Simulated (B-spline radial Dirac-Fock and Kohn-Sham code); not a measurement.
**Re⁷⁺: M5-N67N67 lines in intermediate coupling**

System: Re⁷⁺, configuration [Xe] 4f14.

Model: ΔSCF Dirac-Fock with Breit, self-energy and vacuum polarisation, finite nucleus, configuration average. Program: a B-spline atomic structure program. The two-hole levels come from diagonalising the Coulomb interaction among the jj configurations; intensities are independent-particle Coulomb rates. Kinetic energies are from the vacuum level. Correlation energy is missing from these numbers.

| kinetic energy (eV) | J | leading jj holes (weight) | leading LS term (weight) | intensity (%) |
| --- | --- | --- | --- | --- |
| 1650.6 | 0 | N6N6 (0.72) | ¹S0 (0.91) | 0.4 |
| 1658.5 | 2 | N6N6 (0.60) | ³P2 (0.55) | 1.1 |
| 1659.1 | 1 | N6N7 (1.00) | ³P1 (1.00) | 0.3 |
| 1659.5 | 0 | N7N7 (0.72) | ³P0 (0.91) | 0.2 |
| 1659.9 | 6 | N6N7 (0.93) | ¹I6 (0.99) | 46.0 |
| 1661.1 | 2 | N7N7 (0.38) | ³P2 (0.42) | 1.2 |
| 1662.4 | 4 | N6N6 (0.90) | ¹G4 (0.47) | 0.9 |
| 1664.1 | 3 | N6N7 (1.00) | ³F3 (1.00) | 2.7 |
| 1664.2 | 2 | N7N7 (0.61) | ³F2 (0.68) | 3.6 |
| 1664.6 | 4 | N6N7 (0.91) | ³H4 (0.48) | 6.2 |
| 1665.5 | 5 | N6N7 (1.00) | ³H5 (1.00) | 9.2 |
| 1666.6 | 4 | N7N7 (0.99) | ³F4 (0.58) | 9.4 |
| 1667.8 | 6 | N7N7 (0.93) | ³H6 (0.99) | 18.9 |

The strongest line, by its leading LS label ¹I6, lies at 1659.9 eV. The mean weight of the leading component is 0.82 in jj and 0.77 in LS coupling, so jj labels describe these levels better.

Values without a named source are computed, but for edge energies of neutral atoms, which are taken from tables.
